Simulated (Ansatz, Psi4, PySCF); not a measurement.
C2H2, charge -1, doublet (typed; the unrestricted solution is spin-contaminated), geometry from GFN2-xTB (a state made from the parent by changing its charge; the spin is typed, not shown lowest), atoms displaced at random by about 0.08 Å a coordinate. Base run: PySCF with HF/cc-pVDZ, gradient.

Here is a job for PySCF.
```python
from pyscf import gto, scf

mol = gto.Mole()
mol.atom = '''
    C    -0.593014    0.270951   -0.342303
    C     0.627819   -0.114573    0.192281
    H    -1.564532   -0.043990    0.030199
    H     1.004227   -0.495726    1.019368
'''
mol.basis = 'cc-pvdz'
mol.charge = -1
mol.spin = 1
mol.verbose = 3
mol.build()

mf = scf.UHF(mol)
mf.kernel()
g = mf.nuc_grad_method()
grad = g.kernel()
```

Programs used: Ansatz (an electronic-structure program), Psi4, PySCF; a row that names a program was run with it.

The coordinate followed is y of atom 3.

Variants of this job, named by their change:

```json
[
 {"change": "base", "dE/dx (Eh/bohr)": "0.010742", "net force (Eh/bohr)": "0.000000", "outcome": "converged"},
 {"change": "conv_tol = 1e-4", "dE/dx (Eh/bohr)": "0.010681", "net force (Eh/bohr)": "0.000000", "outcome": "converged"},
 {"change": "code = ansatz", "dE/dx (Eh/bohr)": "0.010741", "net force (Eh/bohr)": "0.000000", "outcome": "converged"},
 {"change": "finite difference step (bohr) = 0.05; conv_tol = 1e-11", "dE/dx (Eh/bohr)": "0.010697", "net force (Eh/bohr)": "-", "outcome": "converged"},
 {"change": "density fitting = on; auxbasis_response = off", "dE/dx (Eh/bohr)": "0.010743", "net force (Eh/bohr)": "0.000334", "outcome": "converged"},
 {"change": "density fitting = on", "dE/dx (Eh/bohr)": "0.010751", "net force (Eh/bohr)": "0.000000", "outcome": "converged"},
 {"change": "code = psi4", "dE/dx (Eh/bohr)": "-", "net force (Eh/bohr)": "-", "outcome": "not converged"},
 {"change": "finite difference step (bohr) = 0.2; conv_tol = 1e-11", "dE/dx (Eh/bohr)": "0.010044", "net force (Eh/bohr)": "-", "outcome": "converged"},
 {"change": "finite difference step (bohr) = 1e-3; conv_tol = 1e-11", "dE/dx (Eh/bohr)": "0.010741", "net force (Eh/bohr)": "-", "outcome": "converged"},
 {"change": "conv_tol = 1e-6", "dE/dx (Eh/bohr)": "0.010746", "net force (Eh/bohr)": "0.000000", "outcome": "converged"},
 {"change": "finite difference step (bohr) = 0.01; conv_tol = 1e-11", "dE/dx (Eh/bohr)": "0.010740", "net force (Eh/bohr)": "-", "outcome": "converged"},
 {"change": "conv_tol = 1e-11", "dE/dx (Eh/bohr)": "0.010741", "net force (Eh/bohr)": "0.000000", "outcome": "converged"}
]
```

The net force is zero for an exact gradient.

Open shells are given as the SCF converged; they aren't shown to be the lowest states, and a large step between rows can be another state.
